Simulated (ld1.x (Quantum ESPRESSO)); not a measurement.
## Transferability test, PAW potential for Cd

| Item | Value |
| --- | --- |
| Element | Cd |
| Generator | ld1.x (Quantum ESPRESSO) 7.5 |
| Type | PAW |
| Functional | LDA (PZ) |
| Relativity | scalar-relativistic |
| Frozen core | [Kr] 4d10 |
| Valence charge | 2 |
| Reference configuration | 5s1.5 5p0.5 |
| Partial waves | 5s (bound): rcut 2.10, rcutus 2.80 bohr; 5s channel at 0.65 Ry: rcut 2.10, rcutus 2.80 bohr; 5p (bound): rcut 2.35, rcutus 3.05 bohr; 5p channel at 0.45 Ry: rcut 2.35, rcutus 3.05 bohr |
| Local potential | all-electron potential smoothed inside 3.00 bohr (lloc = -1) |
| Core correction | Bessel-smoothed model core, default radius (core density twice the valence density) |
| Augmentation charge | PSQ, inside the norm-conserving radii |

Energies are relative to the spin-unpolarised reference configuration 5s1.5 5p0.5; without spin polarisation the order of configurations can differ from experiment. Spin-polarised rows fill each open shell by Hund’s rule, majority spin first. The frozen-core shift is the all-electron ΔE with the core orbitals held at their reference shape minus the fully relaxed ΔE.

```json
{"valence configuration": "5s1 5p0", "charge": "+1", "ΔE all-electron (eV)": "7.276", "error AE − PS (meV)": "-69", "frozen-core shift (meV)": "+69"}
{"valence configuration": "5s1.5 5p0", "charge": "+0.5", "ΔE all-electron (eV)": "1.524", "error AE − PS (meV)": "-5.4", "frozen-core shift (meV)": "+5.3"}
{"valence configuration": "5s1 5p1", "charge": "0", "ΔE all-electron (eV)": "2.438", "error AE − PS (meV)": "-8.2", "frozen-core shift (meV)": "+8.2"}
{"valence configuration": "5s0 5p2", "charge": "0", "ΔE all-electron (eV)": "7.562", "error AE − PS (meV)": "-69", "frozen-core shift (meV)": "+70"}
{"valence configuration": "5s0 5p1", "charge": "+1", "ΔE all-electron (eV)": "13.184", "error AE − PS (meV)": "-177", "frozen-core shift (meV)": "+178"}
{"valence configuration": "5s1.5 5p0.5 (spin-polarised)", "charge": "0", "ΔE all-electron (eV)": "-0.119", "error AE − PS (meV)": "-3.0", "frozen-core shift (meV)": "+3.0"}
{"valence configuration": "5s1 5p0 (spin-polarised)", "charge": "+1", "ΔE all-electron (eV)": "7.087", "error AE − PS (meV)": "-79", "frozen-core shift (meV)": "+79"}
```

Task: What are ΔE and the potential's error for 5s2 5p0?

Result: ΔE = -2.352 eV all-electron; the error (AE − PS) is -8.0 meV.

Levels in the configuration 5s0 5p1:

```json
{"level": "5p", "all-electron (eV)": "-8.493", "pseudo (eV)": "-8.688"}
```
